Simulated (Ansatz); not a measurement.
A run of Ansatz (development build ahead of 0.2.0) on singlet C₈H₈ at this shape:

```
atom    x (Å)    y (Å)    z (Å)
   C  -0.7730  -0.7926  -0.7371
   C  -0.7768  -0.8129   0.8257
   C  -0.7756   0.8293  -0.7637
   C  -0.7785   0.7358   0.7910
   C   0.8034  -0.8274  -0.8040
   C   0.7453  -0.7547   0.7843
   C   0.7909   0.8275  -0.8107
   C   0.7611   0.7412   0.7877
   H  -1.4233  -1.3782  -1.4477
   H  -1.4614  -1.4145   1.4311
   H  -1.4572   1.4349  -1.4296
   H  -1.4139   1.4633   1.4042
   H   1.4402  -1.3911  -1.3784
   H   1.4250  -1.4622   1.4240
   H   1.4202   1.3654  -1.4226
   H   1.3664   1.4004   1.4175
```

Its results:

```yaml
Converged: yes
Reference_energy: -307.13466 hartree
Correlation_energy: -1.06532 hartree
Total_energy: -308.19997 hartree
Spin_squared_of_the_determinant: 0.000
```

Q: Which input gives this output? Name the method, the orbitals and the basis set, and write the input.

A: RHF-MP2 in def2-SVP. An unrestricted run that stays on the closed shell gives the same numbers.

```yaml
crystal:
  periodic: [false, false, false]
  atoms:
    - { symbol: C, position_ang: [-0.77301, -0.79259, -0.73706] }
    - { symbol: C, position_ang: [-0.77678, -0.81289, 0.82567] }
    - { symbol: C, position_ang: [-0.77561, 0.82927, -0.76374] }
    - { symbol: C, position_ang: [-0.77853, 0.73579, 0.79104] }
    - { symbol: C, position_ang: [0.80342, -0.82741, -0.80403] }
    - { symbol: C, position_ang: [0.74526, -0.75466, 0.78432] }
    - { symbol: C, position_ang: [0.79093, 0.82748, -0.8107] }
    - { symbol: C, position_ang: [0.7611, 0.74116, 0.78766] }
    - { symbol: H, position_ang: [-1.4233, -1.37823, -1.44774] }
    - { symbol: H, position_ang: [-1.46142, -1.41446, 1.43108] }
    - { symbol: H, position_ang: [-1.45725, 1.43488, -1.42957] }
    - { symbol: H, position_ang: [-1.41392, 1.46328, 1.4042] }
    - { symbol: H, position_ang: [1.44021, -1.39109, -1.3784] }
    - { symbol: H, position_ang: [1.42501, -1.46218, 1.424] }
    - { symbol: H, position_ang: [1.42023, 1.36536, -1.42261] }
    - { symbol: H, position_ang: [1.36641, 1.40036, 1.41754] }
basis:
  gaussian: { orbitals: def2-SVP }
hamiltonian:
  xc: hf
correlation:
  method: mp2
  frozen_orbitals: { C: 1, H: 0 }
```

Caution: no unrestricted run beside it, a lower state can exist.
